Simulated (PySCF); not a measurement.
# Bond curve of LiSb

Set-up: Li aug-cc-pVDZ, Sb aug-cc-pVDZ-PP with ECP28; scalar-relativistic core potentials (PySCF 2.14). Energies in eV from Li + Sb in their ground configurations at the same level. State: ³Σ⁻ (triplet), unpaired electrons π ↑↑.

```
R (Å)  r²SCAN  PBEsol    PBE0
2.261  -1.186  -1.304  -1.153
2.366  -1.396  -1.502  -1.356
2.471  -1.515  -1.614  -1.470
2.550  -1.560  -1.655  -1.511
2.629  -1.575  -1.667  -1.522
2.708  -1.566  -1.656  -1.510
2.813  -1.526  -1.615  -1.466
2.945  -1.443  -1.533  -1.378
3.102  -1.316  -1.407  -1.244
3.312  -1.126  -1.218  -1.044
```

Question: Put a parabola through the three lowest points of the r²SCAN curve and estimate Re, k and ωe (reduced mass 6.631 u; 1 eV/Å² = 0.16022 mdyn/Å; ωe = 1302.8·√(k/μ) cm⁻¹).

Answer: Through R = 2.55, 2.629, 2.708 Å the second-order coefficient is 1.92 eV/Å², so Re ≈ 2.639 Å, k ≈ 0.616 mdyn/Å and ωe ≈ 397 cm⁻¹. A polynomial fit of higher order to the unrounded r²SCAN energies gives Re = 2.635 Å, k = 0.598 mdyn/Å, ωe = 391 cm⁻¹; anharmonicity and rounding make the difference.

The higher-order fit for each curve: r²SCAN: Re = 2.635 Å, ωe = 391 cm⁻¹, De = 1.57 eV; PBEsol: Re = 2.629 Å, ωe = 386 cm⁻¹, De = 1.67 eV; PBE0: Re = 2.624 Å, ωe = 396 cm⁻¹, De = 1.52 eV.

⟨S²⟩ of the unrestricted solution departs from its pure value on part of the curve, where spin states mix. Spin–orbit coupling is left out, which matters for elements this heavy, above all for dissociation energies. The state is the lowest determinant that a PBE0 search found; another state may lie lower at other levels.
